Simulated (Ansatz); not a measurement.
Computed with Ansatz on PBE0-D4/def2-TZVP structures; ΔE is electronic, products minus reactants. CCSD(T)/CBS is the MP2 limit (def2-TZVPP, def2-QZVPP) plus CCSD(T) − MP2 in def2-TZVPP, frozen cores. This one scheme is used for every species. DFT in def2-TZVPP. For Ge outer-core shells are correlated without core-valence functions, which leaves a few kJ/mol of doubt a bond. Scalar relativity is left out up to krypton. Each species was taken in one conformer, which may not be the lowest.

`Cl[Si](Cl)(Cl)[GeH3]` + `N=C=O` → `O=C=N[Si](Cl)(Cl)Cl` + GeH₄  (cleavage of the Si–Ge bond)

```json
{"level": "ωB97M-V", "ΔE (kJ/mol)": "-76.8"}
{"level": "r2SCANh", "ΔE (kJ/mol)": "-74.0"}
{"level": "HF/def2-TZVPP", "ΔE (kJ/mol)": "-99.9"}
{"level": "CCSD/def2-TZVPP", "ΔE (kJ/mol)": "-80.3"}
```

(1) What does CCSD(T)/CBS give? (An estimate is asked.)

Largest T1 diagnostic among the species: 0.018.

## Answers

(1) The calculation gave: -73.7 kJ/mol. The listed levels differ from it by -3.1, -0.3, -26.2, -6.6 kJ/mol.

From BLYP to BHLYP (50 % exact exchange), in def2-TZVPP and without D4, ΔE moves by −20.4 kJ/mol. Leaving LDA and LC-ωPBE aside and taking each functional with its dispersion term where it has one, the values, not all of them listed here, spread over 27.7 kJ/mol, from B97M-V to PBE-D4. LDA lies −7.3 kJ/mol from PBE without D4.
